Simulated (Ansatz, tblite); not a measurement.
Isomers of Ag₂F (doublet), found by a short tight-binding search and relaxed with PBE-D4/def2-TZVP in Ansatz.

In the def2 sets Ag takes a core potential; there is no spin–orbit coupling. The xTB rows come from tblite. Correlated methods freeze 1 core orbital; core or outer-core shells of Ag are correlated, in sets that lack core-valence functions.

Other spin states were run for one of them alone.

A:

```xyz
3

Ag    0.5665   -0.2785   -0.3310
Ag   -0.0734    2.2174    0.3036
F    -0.4931   -1.9389    0.0274
```

B:

| atom | x (Å) | y (Å) | z (Å) |
| --- | --- | --- | --- |
| Ag1 | -0.0149 | -1.0069 | 1.0869 |
| Ag2 | 0.7780 | 1.2390 | -0.2344 |
| F3 | -0.7631 | -0.2321 | -0.8526 |

Question: Estimate which lies lowest at each level, and how far above it the others are (eV).

Answer: 
```csv
level,A,B
GFN1-xTB,0.21,0.00
GFN2-xTB,0.00,0.77
HF/def2-TZVP,0.42,0.00
PBE-D4/def2-TZVP,0.18,0.00
r2SCAN-D4/def2-TZVP,0.24,0.00
r2SCANh-D4/def2-TZVP,0.28,0.00
PBE0-D4/def2-TZVP,0.28,0.00
CAM-B3LYP-D4/def2-TZVP,0.28,0.00
MP2/def2-TZVP,0.24,0.00
CCSD/def2-TZVP,0.30,0.00
CCSD(T)/def2-TZVP,0.30,0.00
```
Point groups (tolerance 0.1 Å): A Cs, B C2v. Lower isomers may exist.
